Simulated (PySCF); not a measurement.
Ligands exchanged one at a time, Sn Cl-C2H5. Gas-phase values, no solvent. One relaxed conformer stands for each flexible species; it need not be the lowest. Strings in code marks are SMILES.

All values below come from PySCF with ωB97X-D3(BJ)/def2-TZVP // PBE0-D3(BJ)/def2-SVP. All candidates: neutral, multiplicity 1. Excitations are Tamm–Dancoff values on a coarser integration grid. The basis has no diffuse functions, so Rydberg states are missing or too high.

| Property | Result |
|---|---|
| HOMO–LUMO gap | 10.87 eV |
| HOMO | -12.30 eV |
| brightest of the four lowest singlets (TDA) | 6.12 eV |

Question: Which member has these values?
A. `C[CH2][Sn]([Cl])([Cl])[Cl]`
B. `[Cl][Sn]([Cl])([Cl])[Cl]`
C. `C[CH2][Sn]([Cl])([Cl])[CH2]C` (C–C–Sn–Cl torsion 56°, Cl–Sn–C–C torsion -56°)
D. `C[CH2][Sn]([CH2]C)([CH2]C)[CH2]C`

Answer: B, `[Cl][Sn]([Cl])([Cl])[Cl]`. The others give `C[CH2][Sn]([CH2]C)([CH2]C)[CH2]C`: 11.74 eV, -9.32 eV, 7.23 eV; `C[CH2][Sn]([Cl])([Cl])[CH2]C` (C–C–Sn–Cl torsion 56°, Cl–Sn–C–C torsion -56°): 11.42 eV, -10.20 eV, 6.72 eV; `C[CH2][Sn]([Cl])([Cl])[Cl]`: 10.92 eV, -11.06 eV, 6.33 eV
